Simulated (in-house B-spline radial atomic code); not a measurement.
Values are calculated unless marked as measured or tabulated.
**Correlation energy from the adiabatic connection: −Z/r, Z = 1.12**

Two electrons in a singlet, external potential −Z/r, Z = 1.12 (atomic units). Full CI in B-splines (partial waves to l = 8, correlation up to 0.6 % small) with the density held fixed gives W(λ) = <V_ee>_λ − U, and E_c is the integral of W(λ) − W(0) from 0 to 1.

```
   λ  W(λ) − W(0) (hartree)
   0                0.00000
0.02               -0.00219
0.05               -0.00539
0.12               -0.01247
0.25               -0.02432
 0.4               -0.03620
 0.6               -0.04961
 0.8               -0.06084
   1               -0.07036
```

(1) Integrate the table by the trapezoid rule.

(2) Now use only three numbers: W(0) = -0.46462, the initial slope W'(0) = -0.1108 (extrapolated from the first points) and the strong-coupling limit of the point-charge-plus-continuum model, W∞ = -0.67197. What do second-order theory and the interpolation W(λ) = W∞ + (W(0) − W∞)/√(1 + 2χλ) of Seidl, Perdew and Levy give?

Answers

(1) The strips give -0.00002, -0.00011, -0.00063, -0.00239, -0.00454, -0.00858, -0.01105, -0.01312, which sum to -0.04044 hartree. The direct value, W(1) − W(0) + T_c with T_c = 0.02978, is -0.04058; the curve is convex, so chords lie above it and the trapezoids fall short in size by 0.35 %.

(2) Second order keeps the slope alone: E_c = W'(0)/2 = -0.05540, +37 % in size against -0.04058. Matching the slope fixes χ = W'(0)/(W∞ − W(0)) = -0.1108/(-0.20735) = 0.53436. Integrating, with s = √(1 + 2χ) = 1.438306, E_c = −(W(0) − W∞)(s − 1)/(s + 1) = −0.20735 × 0.438306/2.438306 = -0.03727 hartree, -8.1 % in size against the full result. At λ = 1 the formula gives W − W(0) = -0.06319 against -0.07036. Part of the miss can come from the model's W∞.
